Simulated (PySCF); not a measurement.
Ligand exchange on a metal centre used in film growth or etching (Hf H-SH). Isolated molecules, 0 K electronic values unless said otherwise. One relaxed conformer stands for each flexible species; it need not be the lowest.

Method: B3LYP-D3(BJ)/def2-TZVP // BP86-D3(BJ)/def2-SVP in PySCF. B3LYP has the VWN-RPA correlation part, as in Gaussian. 

```tsv
species	HOMO (eV)	mean distance from the central atom to its bonded neighbours (Å)
0 of 4 H replaced by SH ([Hf(H)4])	-8.27	1.854
1 of 4 H replaced by SH ([Hf(H)3(SH)])	___	1.996
2 of 4 H replaced by SH	___	2.142
4 of 4 H replaced by SH ([Hf(SH)4])	-7.62	2.438
```

Complete the blanks.


- 1 of 4 H replaced by SH ([Hf(H)3(SH)]), HOMO (eV): -7.90
- 2 of 4 H replaced by SH, HOMO (eV): -7.83
